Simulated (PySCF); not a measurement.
# Relaxation of valence singlet (4f shell in the core) CeO2

Computed with PBE0/[Ce lcecp-2-TZVP with ECP46, O def2-TZVP], scalar-relativistic core potentials, density fitting, no spin–orbit coupling, PySCF. A (50,194) grid was used.

A hand-made linear start, of D∞h symmetry, held to at least that symmetry:

```xyz
3
charge 0 multiplicity 1, angstrom
Ce    0.0000    0.0000    0.0000
O     0.0000    0.0000    1.9400
O     0.0000    0.0000   -1.9400
```

Question: What does it relax to?

Answer: It ends at D∞h with Ce–O 1.959 Å (×2); O–Ce–O 180.0°. A frequency run shows 2 imaginary modes (one degenerate set), down to 361i cm⁻¹, so it is a higher-order saddle point.

Question: How much energy is released, and in how many steps?

Answer: 1.3 kJ/mol in 2 steps.

The 4f shell sits in the core potential, so its spin is not counted.
